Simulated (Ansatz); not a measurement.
Mulliken charges of `[CH3][Nb](=[NH])([F])[Cl]` from r2SCAN/def2-TZVPP in Ansatz (PBE0-D4/def2-TZVP geometry).

| atom | x (Å) | y (Å) | z (Å) | charge (e) |
| --- | --- | --- | --- | --- |
| C1 | -1.254 | -0.107 | -0.475 | -0.380 |
| Nb2 | 0.851 | 0.084 | -0.179 | 1.301 |
| N3 | 1.007 | -0.208 | 1.521 | -0.641 |
| F4 | 1.709 | -1.270 | -1.139 | -0.383 |
| Cl5 | 1.457 | 2.251 | -0.660 | -0.338 |
| H6 | -1.597 | -1.105 | -0.186 | 0.093 |
| H7 | -1.485 | 0.063 | -1.532 | 0.082 |
| H8 | -1.791 | 0.625 | 0.135 | 0.094 |
| H9 | 1.192 | -0.378 | 2.499 | 0.173 |

Task: By hand: the dipole of these point charges (1 e Å = 4.8032 D).

Result: Σ q r = (-0.441, -0.095, -0.066) e Å, of length 0.456 e Å = 2.19 D.

Task: How does the dipole of the full density compare? (An estimate is asked.)

Result: Ansatz gave: (-0.246, -0.106, 0.181) e Å, 1.55 D; the point charges give 1.41 times that, at 44° from its direction.

Point charges leave out the atoms' own dipoles, such as those of lone pairs, and Mulliken's split depends on the basis, so the two needn't agree.
